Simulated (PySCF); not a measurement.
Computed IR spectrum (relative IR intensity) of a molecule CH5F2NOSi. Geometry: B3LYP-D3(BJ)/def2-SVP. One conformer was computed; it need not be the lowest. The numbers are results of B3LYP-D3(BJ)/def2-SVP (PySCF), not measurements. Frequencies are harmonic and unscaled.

Lines under 2 % of the strongest are left out, and lines within 2 cm⁻¹ are merged.

```csv
ν (cm⁻¹),relative intensity
179,4.6
243,4.1
317,6.0
336,6.5
357,41
391,54
412,30
716,6.2
911,79
964,95
978,100
1159,93
1221,77
1479,3.2
1535,33
3008,26
3085,15
3115,13
3585,20
3679,22
```

**Question.** Which structure fits?
A. CO[Si](N)(F)F
B. N[Si@](O)(F)CF
C. NC[Si](O)(F)F
D. CN[Si](O)(F)F

**Answer.** A, CO[Si](N)(F)F
